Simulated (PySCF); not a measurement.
Levels of Te³⁺ from EOM-EA-GCCSD

Reference: closed-shell Te⁴⁺, [Kr] 4d10 5s2; one electron is added. Calculated with PySCF 2.14, two-component X2C-1e with screened spin-orbit coupling, x2c-TZVPPall-2c with one added diffuse shell each of s, p, d, f type (9s10p6d3f, 90 functions); frozen [Ar] 3d10; the 6 highest virtual spinors dropped; of the others 108 kept and the rest restored at second order. No Breit or QED terms. Binding energies in eV.

| level | Koopmans |
| --- | --- |
| 5p1/2 | 36.661 |
| 5p3/2 | 35.504 |
| 6p1/2 | 16.944 |
| 6p3/2 | 16.591 |

(1) How does correlation move these levels?

For comparison, the ionisation energy of Te³⁺ is 37.416 eV (measured; NIST Atomic Spectra Database, ionization energies).

Only part of the computed levels is shown.

The highest levels are limited by the diffuse functions of the basis.

Answers

(1) 5p1/2: second order 37.563, EOM-CCSD 37.395; 5p3/2: second order 36.404, EOM-CCSD 36.249; 6p1/2: second order 17.438, EOM-CCSD 17.407; 6p3/2: second order 17.057, EOM-CCSD 17.029.
